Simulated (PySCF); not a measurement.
TlI, SMILES [I][Tl].

Coordinates come from a B3LYP-D3(BJ)/def2-TZVP optimisation. The def2 effective core potentials stand for the cores of I, Tl; spin–orbit coupling is left out.

Two levels are set side by side: TDA-PBE/def2-TZVPD (PySCF) and TDA-PBE0/def2-TZVPD (PySCF). Vertical, same geometry. The lowest singlet is HOMO→LUMO 50 %, HOMO−1→LUMO+1 50 % with PBE and HOMO−1→LUMO+1 50 %, HOMO→LUMO 50 % with the other functional; states are paired by order. Differences are taken from unrounded values.

```json
[
 {"quantity": "lowest singlet excitation (eV)", "TDA-PBE0": "3.76"},
 {"quantity": "lowest triplet excitation (TDA) (eV)", "TDA-PBE0": "3.36"},
 {"quantity": "first bright state (f over 0.05) (eV)", "TDA-PBE0": "6.06"},
 {"quantity": "its oscillator strength", "TDA-PBE0": "0.49"}
]
```

**Question.** What does TDA-PBE give, and how far is it from TDA-PBE0? (Estimate from the structure and the level; the computed values follow.)

**Answer.** 
```tsv
quantity	TDA-PBE	TDA-PBE minus TDA-PBE0
lowest singlet excitation (eV)	3.26	-0.51
lowest triplet excitation (TDA) (eV)	3.06	-0.30
first bright state (f over 0.05) (eV)	5.66	-0.40
its oscillator strength	0.11	-0.39
```

Functionals without exact exchange tend to place singlet excitations lower, as here. Differences between two approximate levels are no errors against the true value.

Rough cost on one machine, each run with all the roots and properties that it gave: TDA-PBE0 against TDA-PBE about 2 times.
